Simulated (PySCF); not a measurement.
# Ru⁺: ionisation energy

Ru⁺ [Kr] 4d7 (4F) → Ru²⁺ [Kr] 4d6 (5D), as a difference of total energies. Calculation: PySCF 2.14, in x2c-TZVPall (8s6p6d1f, 63 functions); scalar relativity by spin-free X2C-1e. Correlated levels: valence: [Kr] frozen. The calculations carry no spin-orbit coupling.

| method | ionisation energy (eV) |
| --- | --- |
| UHF | 14.908 |
| MN15 | 16.765 |
| r2SCAN | 16.758 |
| MP2 (valence) | 15.973 |
| SCS-MP2 (valence) | 16.092 |

**Question.** How much does correlation contribute at MP2 (valence)?

**Answer.** 15.973 − (14.908) = 1.065 eV, measured against UHF.

The reference lies between the lowest fine-structure levels, while these numbers refer to the centres of the terms.

Errors of the correlated levels include the incompleteness of this basis and the frozen core.

For comparison: 16.76 ± 0.06 eV (semi-empirical (NIST evaluation); NIST Atomic Spectra Database, ionization energies).
